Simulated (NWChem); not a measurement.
System: ZnHSCl; SMILES [SH][Zn][Cl]

Here is an NWChem input.

```
start job
memory heap 200 mb stack 900 mb global 1100 mb
geometry units angstroms noautoz
  Zn    -0.126411    -0.069360     0.000000
  Cl     0.023667     2.037988     0.000000
  S     -0.305880    -2.234399     0.000000
  H      1.050781    -2.384800     0.000000
end
basis spherical
  Zn library 6-31g*
  Cl library 6-31g*
  S library 6-31g*
  H library 6-31g*
end
dft
  xc r2scan0
  iterations 150
  mulliken
end
task dft energy
```

NWChem printed, in part:

```
             Northwest Computational Chemistry Package (NWChem) 7.3.0
             --------------------------------------------------------

 CS  symmetry detected

                             Geometry "geometry" -> ""
                             -------------------------

 Output coordinates in angstroms (scale by  1.889725989 to convert to a.u.)

  No.       Tag          Charge          X              Y              Z
 ---- ---------------- ---------- -------------- -------------- --------------
    1 Zn                  30.0000    -0.01454460     0.01673757     0.00000000
    2 Cl                  17.0000    -0.00595564     2.12940536     0.00000000
    3 S                   16.0000    -0.04859437    -2.15546031     0.00000000
    4 H                    1.0000     1.31509391    -2.21465321     0.00000000

 Effective nuclear repulsion energy (a.u.)     292.5491433484

      Symmetry information
      --------------------

 Group name             Cs
 Group number              2
 Group order               2
 No. of unique centers     4

                                 NWChem DFT Module
                                 -----------------

 Summary of "ao basis" -> "ao basis" (spherical)
 ------------------------------------------------------------------------------
       Tag                 Description            Shells   Functions and Types
 ---------------- ------------------------------  ------  ---------------------
 Zn                          6-31g*                 12       34   5s4p2d1f
 Cl                          6-31g*                  8       18   4s3p1d
 S                           6-31g*                  8       18   4s3p1d
 H                           6-31g*                  2        2   2s

      Symmetry analysis of basis
      --------------------------

        a'         51
        a"         21

            General Information
            -------------------
          SCF calculation type: DFT
          Wavefunction type:  closed shell.
          No. of atoms     :     4
          No. of electrons :    64
           Alpha electrons :    32
            Beta electrons :    32
          Charge           :     0
          Spin multiplicity:     1
          Use of symmetry is: on ; symmetry adaption is: on
          Maximum number of iterations: 150
          AO basis - number of functions:    72
                     number of shells:    30
          Convergence on energy requested:  1.00D-06
          Convergence on density requested:  1.00D-05
          Convergence on gradient requested:  5.00D-04

              XC Information
              --------------
                     r^2SCAN0 Method XC Functional
                     Hartree-Fock (Exact) Exchange  0.250
               r^2SCAN metaGGA Exchange Functional  0.750
                     r^2SCAN Correlation Potential  1.000

             Grid Information
             ----------------
          Grid used for XC integration:  medium
          Radial quadrature: Mura-Knowles
          Angular quadrature: Lebedev.
          Tag              B.-S. Rad. Rad. Pts. Rad. Cut. Ang. Pts.
          ---              ---------- --------- --------- ---------
          Zn                  1.35      112           8.0       590
          Cl                  1.00       88          11.0       590
          S                   1.00       88          11.0       590
          H                   0.35       45          11.0       434
          Grid pruning is: on
          Number of quadrature shells:   333
          Spatial weights used:  Erf1

      Superposition of Atomic Density Guess
      -------------------------------------

 Sum of atomic energies:       -2634.88558392

      Non-variational initial energy
      ------------------------------

 Total energy =   -2635.354720
 1-e energy   =   -4253.591797
 2-e energy   =    1325.687933
 HOMO         =      -0.324126
 LUMO         =      -0.033353

      Symmetry analysis of molecular orbitals - initial
      -------------------------------------------------

  Numbering of irreducible representations:

     1 a'          2 a"

  Orbital symmetries:

     1 a'          2 a'          3 a'          4 a'          5 a'
     6 a'          7 a"          8 a'          9 a'         10 a'
    11 a'         12 a"         13 a'         14 a'         15 a"
    16 a'         17 a'         18 a'         19 a"         20 a'
    21 a'         22 a'         23 a'         24 a"         25 a'
    26 a"         27 a'         28 a'         29 a"         30 a'
    31 a'         32 a"         33 a'         34 a'         35 a"
    36 a'         37 a'         38 a'         39 a"         40 a'
    41 a'         42 a'

     ---------------------------------------------
      Total Density - Mulliken Population Analysis
     ---------------------------------------------

    Atom       Charge   Shell Charges
 -----------   ------   -------------------------------------------------------
    1 Zn  30    28.99   2.00  2.00  6.00  2.00  6.00  0.52  0.32  0.18  0.01  6.81  3.14  0.00
    2 Cl  17    17.61   2.00  2.00  5.98  1.38  3.78  0.57  1.89  0.01
    3 S   16    16.67   2.00  2.00  5.98  1.33  3.15  0.54  1.64  0.02
    4 H    1     0.74   0.39  0.35

   convergence    iter        energy       DeltaE   RMS-Dens  Diis-err
 ---------------- ----- ----------------- --------- --------- ---------
 d= 0,ls=0.0,diis     1  -2637.9365443410 -2.93D+03  1.49D-02  2.78D-01
 d= 0,ls=0.0,diis     2  -2637.9575570963 -2.10D-02  6.39D-03  1.81D-01
 d= 0,ls=0.0,diis     3  -2637.9849748896 -2.74D-02  9.14D-04  1.61D-02
 d= 0,ls=0.0,diis     4  -2637.9860394870 -1.06D-03  4.11D-04  1.79D-03
 d= 0,ls=0.0,diis     5  -2637.9861972939 -1.58D-04  8.50D-05  6.36D-05
  Resetting Diis
 d= 0,ls=0.0,diis     6  -2637.9862023485 -5.05D-06  2.25D-05  2.61D-06
 d= 0,ls=0.0,diis     7  -2637.9862026767 -3.28D-07  5.91D-06  5.93D-08

         Total DFT energy =    -2637.986202676667
      One electron energy =    -4252.115594888367
           Coulomb energy =     1447.079562395953
    Exchange-Corr. energy =     -125.499313532656
 Nuclear repulsion energy =      292.549143348402

 Numeric. integr. density =       63.999999609883

                  Occupations of the irreducible representations
                  ----------------------------------------------

                     irrep           alpha         beta
                     --------     --------     --------
                     a'               24.0         24.0
                     a"                8.0          8.0

                       DFT Final Molecular Orbital Analysis
                       ------------------------------------

 Vector   30  Occ=2.000000D+00  E=-3.422305D-01  Symmetry=a"
              MO Center= -7.1D-03,  1.9D+00,  4.4D-14, r^2= 1.8D+00
   Bfn.  Coefficient  Atom+Function         Bfn.  Coefficient  Atom+Function
  ----- ------------  ---------------      ----- ------------  ---------------
    43      0.688211  2 Cl pz                47      0.385910  2 Cl pz
    39     -0.269954  2 Cl pz                13      0.106481  1 Zn pz
    61      0.105167  3 S  pz                19     -0.091526  1 Zn d -1
    65      0.047213  3 S  pz                24     -0.042959  1 Zn d -1
    57     -0.040010  3 S  pz                 9     -0.035589  1 Zn pz

 Vector   31  Occ=2.000000D+00  E=-3.399162D-01  Symmetry=a'
              MO Center= -5.2D-02,  1.4D+00, -3.0D-15, r^2= 3.6D+00
   Bfn.  Coefficient  Atom+Function         Bfn.  Coefficient  Atom+Function
  ----- ------------  ---------------      ----- ------------  ---------------
    41      0.639945  2 Cl px                45      0.364723  2 Cl px
    37     -0.251160  2 Cl px                60     -0.215783  3 S  py
    18     -0.112946  1 Zn d -2              42     -0.099290  2 Cl py
    12      0.095822  1 Zn py                64     -0.095009  3 S  py
    62      0.093812  3 S  s                 59     -0.086833  3 S  px

 Vector   32  Occ=2.000000D+00  E=-2.894123D-01  Symmetry=a"
              MO Center= -3.4D-02, -1.9D+00,  1.3D-13, r^2= 2.2D+00
   Bfn.  Coefficient  Atom+Function         Bfn.  Coefficient  Atom+Function
  ----- ------------  ---------------      ----- ------------  ---------------
    61      0.657433  3 S  pz                65      0.412699  3 S  pz
    57     -0.251281  3 S  pz                43     -0.133125  2 Cl pz
    19      0.106578  1 Zn d -1              47     -0.094845  2 Cl pz
    13      0.093843  1 Zn pz                39      0.052381  2 Cl pz
    24      0.047537  1 Zn d -1               9     -0.030095  1 Zn pz

 Vector   33  Occ=0.000000D+00  E=-4.565605D-02  Symmetry=a'
              MO Center=  2.1D-01, -1.5D-01, -7.1D-15, r^2= 5.0D+00
   Bfn.  Coefficient  Atom+Function         Bfn.  Coefficient  Atom+Function
  ----- ------------  ---------------      ----- ------------  ---------------
    14      0.990424  1 Zn s                 10     -0.445617  1 Zn s
    64     -0.400352  3 S  py                62     -0.391800  3 S  s
    60     -0.332330  3 S  py                46      0.309103  2 Cl py
    42      0.293145  2 Cl py                44     -0.279031  2 Cl s
    58     -0.190565  3 S  s                 40     -0.168591  2 Cl s

 Vector   34  Occ=0.000000D+00  E=-1.380580D-02  Symmetry=a'
              MO Center= -2.6D-01, -7.3D-02,  2.5D-16, r^2= 4.8D+00
   Bfn.  Coefficient  Atom+Function         Bfn.  Coefficient  Atom+Function
  ----- ------------  ---------------      ----- ------------  ---------------
    15      0.628935  1 Zn px                11      0.512909  1 Zn px
    72     -0.389532  4 H  s                 62      0.276809  3 S  s
    45     -0.224765  2 Cl px                41     -0.191732  2 Cl px
    14     -0.149473  1 Zn s                  7     -0.118466  1 Zn px
    71     -0.117469  4 H  s                 58      0.095157  3 S  s

 Vector   35  Occ=0.000000D+00  E= 2.488933D-04  Symmetry=a"
              MO Center= -1.3D-02, -1.2D-02, -9.2D-15, r^2= 5.1D+00
   Bfn.  Coefficient  Atom+Function         Bfn.  Coefficient  Atom+Function
  ----- ------------  ---------------      ----- ------------  ---------------
    17      0.698808  1 Zn pz                13      0.508443  1 Zn pz
    65     -0.272889  3 S  pz                47     -0.229277  2 Cl pz
    61     -0.225560  3 S  pz                43     -0.197483  2 Cl pz
     9     -0.114496  1 Zn pz                57      0.081826  3 S  pz
    39      0.074283  2 Cl pz                 5      0.055020  1 Zn pz

     ---------------------------------------------
      Total Density - Mulliken Population Analysis
     ---------------------------------------------

    Atom       Charge   Shell Charges
 -----------   ------   -------------------------------------------------------
    1 Zn  30    29.37   2.00  2.00  6.00  2.00  6.00  0.72  0.68  0.04  0.02  6.81  3.10  0.01
    2 Cl  17    17.38   2.00  2.00  5.98  1.37  3.61  0.59  1.83  0.01
    3 S   16    16.37   2.00  2.00  5.97  1.33  3.04  0.57  1.42  0.04
    4 H    1     0.88   0.48  0.39

     -------------------------------------------
      Total Density - Lowdin Population Analysis
     -------------------------------------------

    Atom       Charge   Shell Charges
 -----------   ------   -------------------------------------------------------
    1 Zn  30    29.65   2.00  2.00  5.99  1.98  5.97  0.53  0.68  0.22  0.33  6.66  3.26  0.01
    2 Cl  17    17.24   2.00  2.00  5.91  1.15  3.35  0.66  2.16  0.01
    3 S   16    16.26   2.00  1.99  5.90  1.09  2.79  0.59  1.85  0.05
    4 H    1     0.86   0.46  0.40

     Multipole analysis of the density
     ---------------------------------

     L   x y z        total         alpha         beta         nuclear
     -   - - -        -----         -----         ----         -------
     0   0 0 0     -0.000000    -32.000000    -32.000000     64.000000

     1   1 0 0      0.382534      0.191267      0.191267     -0.000000
     1   0 1 0     -0.388499     -0.194250     -0.194250     -0.000000
     1   0 0 1     -0.000000     -0.000000     -0.000000      0.000000

     2   2 0 0    -27.462089    -16.898943    -16.898943      6.335796
     2   1 1 0     -2.035304      1.588300      1.588300     -5.211905
     2   1 0 1     -0.000000     -0.000000     -0.000000      0.000000
     2   0 2 0    -38.720664   -298.498791   -298.498791    558.276919
     2   0 1 1     -0.000000     -0.000000     -0.000000      0.000000
     2   0 0 2    -30.459465    -15.229733    -15.229733      0.000000
```

Level: r2SCAN0/6-31G* (spherical d). Geometry: optimised at PBE-D3(BJ)/def2-SVP.
